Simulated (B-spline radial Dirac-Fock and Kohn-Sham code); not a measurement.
## Ru³⁺ 4p3/2: cross section and angular parameters

System: ruthenium as Ru³⁺ in the configuration [Kr] 4d5; threshold 86.94 eV (orbital energy of the model). Method: Dirac-Hartree-Slater photoionisation with a Latter tail; cross sections with all multipoles, angular parameters from the dipole term and its interference with E2. Computed with a radial atomic solver.

| hν (eV) | σ (kb) | β | γ | δ |
| --- | --- | --- | --- | --- |
| 107 | 353 | -0.370 | 0.209 | -0.038 |
| 124 | 320 | -0.218 | -0.019 | 0.004 |
| 136 | 308 | -0.016 | -0.072 | 0.021 |
| 200 | 255 | 0.792 | 0.084 | 0.031 |
| 213 | 244 | 0.887 | 0.116 | 0.028 |
| 300 | 181 | 1.265 | 0.194 | 0.013 |
| 314 | 173 | 1.302 | 0.194 | 0.012 |
| 342 | 157 | 1.366 | 0.188 | 0.009 |
| 349 | 153 | 1.379 | 0.186 | 0.008 |
| 523 | 90.4 | 1.577 | 0.089 | 0.001 |
| 600 | 73.9 | 1.617 | 0.050 | 0.000 |
| 760 | 50.7 | 1.665 | -0.003 | 0.000 |
| 767 | 49.9 | 1.667 | -0.004 | 0.000 |
| 861 | 41.1 | 1.681 | -0.019 | 0.000 |
| 868 | 40.5 | 1.682 | -0.020 | 0.000 |
| 900 | 38.1 | 1.686 | -0.023 | 0.000 |
| 962 | 33.9 | 1.691 | -0.026 | 0.001 |
| 2984.4 | 3.30 | 1.596 | 0.403 | 0.013 |
| 3660 | 2.02 | 1.549 | 0.565 | 0.019 |
| 4750 | 1.04 | 1.478 | 0.795 | 0.030 |
| 5190 | ? | ? | ? | ? |
| 5310 | 0.780 | 1.443 | 0.899 | 0.037 |
| 7630 | 0.290 | 1.317 | 1.249 | 0.066 |
| 8047.8 | 0.249 | 1.296 | 1.301 | 0.071 |
| 9251.7 | 0.167 | 1.241 | 1.435 | 0.087 |
| 12000 | 0.0774 | 1.129 | 1.677 | 0.125 |

Task: Give the values at 5190 eV.

Result: σ = 0.829 kb, β = 1.451, γ = 0.877, δ = 0.035.
